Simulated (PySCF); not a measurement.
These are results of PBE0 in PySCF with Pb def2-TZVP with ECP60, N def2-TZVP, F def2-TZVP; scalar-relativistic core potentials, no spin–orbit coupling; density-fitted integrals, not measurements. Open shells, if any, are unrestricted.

Question: What shape and geometry does isolated singlet FPbN take (every ligand bound to Pb)?

Answer: Counting electrons, lead keeps none of its valence electrons outside its bonds, so the VSEPR class is AX2 and the expected shape is linear; with unlike ligands the computed point group is C∞v. The lowest minimum found is a singlet of C∞v symmetry with Pb–F 2.005 Å, Pb–N 1.883 Å; F–Pb–N 180.0°. Its harmonic wavenumbers are 93 (π), 545 (σ+), 766 (σ+) cm⁻¹ and its dipole moment is 1.49 D.

Only a few start shapes were tried, so a lower isomer may exist. With an element this heavy the missing spin–orbit coupling can shift these numbers.
